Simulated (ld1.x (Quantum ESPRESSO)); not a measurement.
## cadmium, TM: configuration errors across variants

* Element: cadmium
* Generator: ld1.x (Quantum ESPRESSO) 7.5
* Type: norm-conserving Troullier–Martins (Kleinman–Bylander form)
* Functional: PBE
* Relativity: fully relativistic
* Frozen core: [Ar] 3d10 4s2
* Valence charge: 18
* Reference configuration: 4p6 4d10 5s2 5p0
* Partial waves: 5s (bound): rc 1.85 bohr; 4p (bound): rc 0.95 bohr; 4d (bound): rc 1.20 bohr
* Local potential: all-electron potential smoothed inside 0.75 bohr (lloc = -1)
* Core correction: none

Open shells are filled in proportion to 2j + 1 (rel_dist='average').

All-electron excitation energies from the reference (eV): (1) 4p6 4d10 5s1 5p0 9.273; (2) 4p6 4d10 5s0 5p0 26.401; (3) 4p6 4d9 5s0 5p0 64.407; (4) 4p6 4d8 5s0 5p0 118.464; (5) 4p6 4d10 5s1.5 5p0 3.711; (6) 4p6 4d10 5s0 5p2 9.655; (7) 4p6 4d9 5s2 5p0 17.975.

Tests that are not counted but printed errors over 1 eV. “local potential all-electron potential smoothed inside 1.00 bohr (lloc = -1)”: 4p6 4d9 5s2 5p0 (solver errors, printed error -2935 eV).

A true bound ghost makes a file unfit for plane-wave use even where its test errors are small: the radial tests pick states by their node count and pass the ghost by. Where a test does run into it, the solver fails or the error is huge.

Errors AE − PS in meV (a dash: test not solved or not reliable):

| change | (1) | (2) | (3) | (4) | (5) | (6) | (7) | bound ghosts |
| --- | --- | --- | --- | --- | --- | --- | --- | --- |
| base | -3.1 | -17 | +45 | +130 | -0.7 | +139 | -27 | s |
| local potential all-electron potential smoothed inside 1.00 bohr (lloc = -1) | +0.6 | -17 | +45 | +126 | +0.4 | +69 | – | s |
| local potential all-electron potential smoothed inside 1.30 bohr (lloc = -1) | -1.9 | -17 | +43 | +114 | -0.3 | -33 | +8.7 | s |
| local potential all-electron potential smoothed inside 1.58 bohr (lloc = -1) | -2.7 | -17 | +38 | +93 | -0.5 | +66 | -21 | s |
| local potential all-electron potential smoothed inside 1.78 bohr (lloc = -1) | -4.2 | -17 | +29 | +50 | -1.0 | -164 | -70 | s |
| local potential all-electron potential smoothed inside 2.06 bohr (lloc = -1) | +2.5 | -17 | +8.4 | -37 | +0.9 | -459 | +223 | none |

Problem. Give the same row for: local potential all-electron potential smoothed inside 0.76 bohr (lloc = -1).

Solution. -3.3, -17, +45, +130, -0.7, +130, -32; bound ghosts: s.
